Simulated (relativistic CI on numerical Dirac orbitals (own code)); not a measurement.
**Pb6+: q coefficients and field-shift factors**

These numbers are calculated, not measured: Dirac-Coulomb-Breit CI, separate exchange-only KLI orbitals for each configuration, derivatives by finite differences, unscaled Slater integrals, QED left out (own radial code, finite nucleus).

CI space (outside the closed core [Kr] 4d10 4f14 5s2): 5p⁶5d⁸, 5p⁶5d⁷6s, 5p⁶5d⁷5f, 5p⁶5d⁷6p, 5p⁵5d⁹, 5p⁶5d⁶6s², 5p⁶5d⁷6d, 5p⁴5d¹⁰. Levels of other configurations are missing.

With x = (α/α₀)² − 1 an excitation energy changes as ω = ω₀ + qx; K = 2q/ω₀ is the relative enhancement. Terms are leading LS components, so labels can repeat. The field-shift factor is F = δν/δ⟨r²⟩ for the transition from the lowest level.

Lowest level 5p⁶5d⁸ ³F4.

```
       Level  ω₀ (cm⁻¹)  q (cm⁻¹)  F (GHz/fm²)
  5p⁶5d⁸ ¹D2     9918.0     -1259         1.97
  5p⁶5d⁸ ³F3    20109.5     20150         2.38
  5p⁶5d⁸ ³P0    27054.3      3485         3.07
  5p⁶5d⁸ ³P2    29529.7     20740         4.16
  5p⁶5d⁸ ³P1    35173.0     19160         5.39
  5p⁶5d⁸ ¹G4    40445.5     18260         3.66
  5p⁶5d⁸ ¹D2    49223.3     39120         6.05
  5p⁶5d⁸ ¹S0    80374.8     36380         6.09
5p⁶5d⁷6s ⁵F5   161169.6   -100800          200
5p⁶5d⁷6s ⁵F4   171635.8    -93920          195
5p⁶5d⁷6s ⁵F3   180535.2    -89800          201
5p⁶5d⁷6s ³P2   180801.9    -97780          197
5p⁶5d⁷6s ⁵F1   183291.8    -93620          196
```

At this charge configurations can still be misplaced by up to about 7 % of their energy. Terms inside the open d or f shell come out 10 to 20 % too wide with unscaled integrals. Levels and lines within the n = 5 or 6 shells can be off by up to 10 % or somewhat more, and those that change n by about 2 %, since core polarisation is missing.

Task: Which transition from the lowest level has the largest |K|?

Result: 5p⁶5d⁸ ³F3 at 20109.5 cm⁻¹, K = 2.
